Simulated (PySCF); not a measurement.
AuH6N2, charge +1, multiplicity 1. Atoms are numbered in the order given.

```xyz
9

Au     0.0000     0.0000     0.0000
N      0.0000     0.0000     2.0648
H     -0.4562     0.8325     2.4486
H     -0.4929    -0.8113     2.4486
H      0.9490    -0.0212     2.4486
N      0.0000     0.0000    -2.0648
H     -0.4562    -0.8325    -2.4486
H     -0.4929     0.8113    -2.4486
H      0.9490     0.0212    -2.4486
```
Charge +1, spin multiplicity 1.

Geometry optimised at PBE0-D3(BJ)/def2-SVP. The multiplicity is an assumed one; other spin states were not compared. The def2 effective core potentials stand for the cores of Au; spin–orbit coupling is left out.

All values below come from PBE/def2-TZVPD (PySCF).

Symmetry labels are those of the subgroup C2 that the program uses (full group D3).

### Question
List the valence orbital energies around the gap with their symmetry. (Estimate from the structure and the level; the computed values follow.)

### Answer

```
orbital  symmetry  energy (eV)
-------  --------  -----------
HOMO−7          A       -17.77
HOMO−6          A       -16.70
HOMO−5          B       -14.16
HOMO−4          A       -12.07
HOMO−3          B       -12.07
HOMO−2          B       -11.77
HOMO−1          A       -11.77
HOMO            A       -11.20
LUMO            A        -5.87
LUMO+1          B        -4.72
LUMO+2          B        -4.54
LUMO+3          A        -4.54
```
